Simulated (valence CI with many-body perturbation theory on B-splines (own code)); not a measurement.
**La⁴¹⁺: E2, M1, M2 decay**

Calculated by configuration interaction combined with many-body perturbation theory (CI+MBPT): six valence electrons over a frozen Dirac-Fock core [Ne], radial functions for each j: 9 s, 9 p, 8 d, 6 f, 3 g, 1 h, with the one-electron correlation potential Σ1, the two-electron term Σ2, the three-electron term Σ3, Breit, model QED; selected CI, second order for the rest, scaled by the run's own slope (own B-spline code, finite nucleus).

No measured spectrum was set against this ion. As an estimate, large intervals hold to a few tenths of a per cent, small ones and those within an open d or f shell to about a per cent. Among the levels kept, up to 1100 cm⁻¹ of a level comes from second order outside the variational space, and about a tenth of that is noise between levels of different J, which matters for small intervals.

Lines 1 to 25 of 25 in falling wavelength, among levels below 2686000 cm⁻¹, chosen from the decays that carry over 1 % of a level's rate. Wavelengths and rates use the calculated energies. Electric multipoles are in the length gauge with retardation, E1 and E2 with the static RPA response of the core. M1 uses the relativistic operator with retardation. Weak lines are less certain than strong ones. Lines between different terms over intervals too small for the method are left out, as are lines whose strength nearly cancels.

Levels are named by their leading jj configuration (3d3/2^4 stands for four electrons in 3d with j = 3/2), which in mixed levels can hold well under half, so a name can repeat and another be missing. Letters in brackets count levels of one name in rising energy.

| λ vac (Å) | Upper | Lower | Type | A (s⁻¹) | Branch % |
| --- | --- | --- | --- | --- | --- |
| 901.5 | (3s^2 3p1/2^2 3p3/2^2) J=0 | (3s^2 3p1/2^2 3p3/2^2) J=2 | E2 | 7.56e+00 | 100.0 |
| 614.8 | (3s^2 3p1/2 3p3/2^2 3d5/2) J=4 [b] | (3s^2 3p1/2 3p3/2^2 3d3/2) J=4 | M1 | 1.74e+04 | 1.2 |
| 602.5 | (3s^2 3p1/2^2 3p3/2 3d5/2) J=4 | (3s^2 3p1/2^2 3p3/2 3d3/2) J=3 | M1 | 5.88e+04 | 94.5 |
| 542.3 | (3s^2 3p1/2 3p3/2^2 3d5/2) J=5 | (3s^2 3p1/2 3p3/2^2 3d3/2) J=4 | M1 | 7.01e+04 | 4.4 |
| 453.5 | (3s^2 3p1/2 3p3/2^2 3d5/2) J=4 [b] | (3s^2 3p1/2 3p3/2^2 3d3/2) J=3 [a] | M1 | 5.87e+04 | 3.9 |
| 202.4 | (3s^2 3p1/2 3p3/2^2 3d3/2) J=4 | (3s^2 3p1/2^2 3p3/2 3d5/2) J=3 | M1 | 7.45e+04 | 5.2 |
| 170.0 | (3s^2 3p1/2 3p3/2^2 3d5/2) J=4 [a] | (3s^2 3p1/2^2 3p3/2 3d5/2) J=3 | M1 | 1.79e+06 | 23.4 |
| 157.4 | (3s^2 3p1/2 3p3/2^2 3d3/2) J=4 | (3s^2 3p1/2^2 3p3/2 3d5/2) J=4 | M1 | 6.29e+04 | 4.4 |
| 152.3 | (3s^2 3p1/2 3p3/2^2 3d5/2) J=4 [b] | (3s^2 3p1/2^2 3p3/2 3d5/2) J=3 | M1 | 6.64e+05 | 44.3 |
| 146.4 | (3s^2 3p1/2 3p3/2^3) J=1 | (3s^2 3p1/2^2 3p3/2^2) J=0 | M1 | 2.25e+06 | 22.0 |
| 137.1 | (3s^2 3p1/2 3p3/2^2 3d5/2) J=4 [a] | (3s^2 3p1/2^2 3p3/2 3d5/2) J=4 | M1 | 5.60e+06 | 72.9 |
| 126.0 | (3s^2 3p1/2 3p3/2^3) J=1 | (3s^2 3p1/2^2 3p3/2^2) J=2 | M1 | 7.95e+06 | 77.7 |
| 125.3 | (3s^2 3p1/2 3p3/2^2 3d5/2) J=4 [b] | (3s^2 3p1/2^2 3p3/2 3d5/2) J=4 | M1 | 6.94e+05 | 46.3 |
| 125.3 | (3s^2 3p1/2 3p3/2^2 3d5/2) J=4 [b] | (3s^2 3p1/2^2 3p3/2 3d5/2) J=4 | E2 | 2.27e+04 | 1.5 |
| 124.8 | (3s^2 3p1/2 3p3/2^2 3d3/2) J=4 | (3s^2 3p1/2^2 3p3/2 3d3/2) J=3 | M1 | 1.25e+06 | 86.9 |
| 124.8 | (3s^2 3p1/2 3p3/2^2 3d3/2) J=4 | (3s^2 3p1/2^2 3p3/2 3d3/2) J=3 | E2 | 3.12e+04 | 2.2 |
| 123.7 | (3s^2 3p1/2 3p3/2^2 3d5/2) J=4 [b] | (3s^2 3p1/2^2 3p3/2 3d5/2) J=2 | E2 | 1.76e+04 | 1.2 |
| 122.0 | (3s^2 3p1/2 3p3/2^2 3d5/2) J=5 | (3s^2 3p1/2^2 3p3/2 3d5/2) J=4 | M1 | 1.48e+06 | 92.9 |
| 122.0 | (3s^2 3p1/2 3p3/2^2 3d5/2) J=5 | (3s^2 3p1/2^2 3p3/2 3d5/2) J=4 | E2 | 3.15e+04 | 2.0 |
| 118.0 | (3s^2 3p1/2 3p3/2^2 3d3/2) J=4 | (3s^2 3p1/2^2 3p3/2 3d3/2) J=2 | E2 | 1.62e+04 | 1.1 |
| 117.2 | (3s^2 3p1/2 3p3/2^3) J=2 | (3s^2 3p1/2^2 3p3/2^2) J=2 | M1 | 5.10e+06 | 98.6 |
| 117.2 | (3s^2 3p1/2 3p3/2^3) J=2 | (3s^2 3p1/2^2 3p3/2^2) J=2 | E2 | 6.46e+04 | 1.2 |
| 111.7 | (3s^2 3p1/2 3p3/2^2 3d5/2) J=4 [a] | (3s^2 3p1/2^2 3p3/2 3d3/2) J=3 | M1 | 2.60e+05 | 3.4 |
| 111.5 | (3s^2 3p3/2^4) J=0 | (3s^2 3p1/2 3p3/2^3) J=1 | M1 | 2.33e+07 | 94.5 |
| 64.24 | (3s^2 3p1/2^2 3p3/2 3d5/2) J=4 | (3s^2 3p1/2^2 3p3/2^2) J=2 | M2 | 3.44e+03 | 5.5 |
